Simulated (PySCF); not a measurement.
**Energy of Ta⁻ (tantalum, charge -1) between two integer charges**

The 5d alpha orbital of [Xe] 4f14 5d4 6s2 is emptied in steps (occupation f), with all orbitals relaxed, ending at [Xe] 4f14 5d3 6s2. Computed with PySCF 2.14 in aug-cc-pVDZ-PP with ECP60MDF (5s5p4d2f, 54 functions), with scalar relativity through the core potential. The exact energy is a straight line in f; departures are measured from the line between the end points of the same method.

```tsv
f	LDA (eV)	PBE (eV)
1	0.000	0.000
0.9	-0.255	-0.244
0.7	-0.620	-0.591
0.5	-0.766	-0.729
0.3	-0.665	-0.630
0.1	-0.293	-0.276
0	0.000	0.000
```

```tsv
method	E(f=0) − E(f=1) (eV)	−ε at f=1 (eV)	−ε at f=0.5 (eV)
LDA	0.914	-1.852	0.781
PBE	0.707	-1.944	0.592
```

Orbital energy along the path (eV):

```tsv
f	LDA	PBE
1	1.852	1.944
0.9	1.407	1.510
0.7	0.391	0.528
0.5	-0.781	-0.592
0.3	-2.081	-1.825
0.1	-3.479	-3.137
0	-4.205	-3.805
```

At f = 1 the orbital energy is positive for LDA, PBE: only the finite basis holds the electron.

Reference removal energy between the ground levels: 0.329 eV (measured; photodetachment measurements, as compiled on the Wikipedia data page of electron affinities). The calculation has no spin-orbit coupling. The determinant left behind need not be the lowest term of the ion.
